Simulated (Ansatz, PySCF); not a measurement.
Isomers of Cl2H4Si2: 1 is [SiH](Cl)([SiH3])Cl, 2 is [SiH2](Cl)[SiH2]Cl; one conformer of each (the lowest of an xTB search), B3LYP-D3(BJ)/def2-TZVP minima.
Isomer 1 (charge 0, multiplicity 1):
```xyz
8

Si    -1.23633    -0.01998    -0.07089
Si     1.08535    -0.02431     0.20932
Cl     1.81689     1.86550    -0.19152
Cl     1.92208    -1.37238    -1.11349
H     -1.76455    -1.37578     0.20684
H     -1.53920     0.36649    -1.46670
H     -1.84009     0.95360     0.86821
H      1.55586    -0.39315     1.55824
```
Isomer 2 (charge 0, multiplicity 1, Z-matrix in Å and degrees):
```
Si
H 1 1.4784
H 1 1.4784 2 109.68
Cl 1 2.0766 2 108.35 3 -118.09
Si 1 2.3404 2 111.39 3 123.81
H 5 1.4784 1 111.40 2 57.25
H 5 1.4784 6 109.68 1 -123.81
Cl 5 2.0766 6 108.34 7 -118.09
```

No zero-point or thermal terms.

Correlated levels freeze the cores. CBS: X⁻³ extrapolation of the correlation energy, Hartree–Fock from the larger set. Rows in STO-3G carry no dispersion term and start afresh at each structure.

Codes used: Ansatz (a first-principles code) with Gaussian orbitals; PySCF for STO-3G rows. Each number belongs to the level named beside it.

Question: What electronic energy of isomer 2 less that of isomer 1 does HF/STO-3G give?

Answer: -1.2 kcal/mol
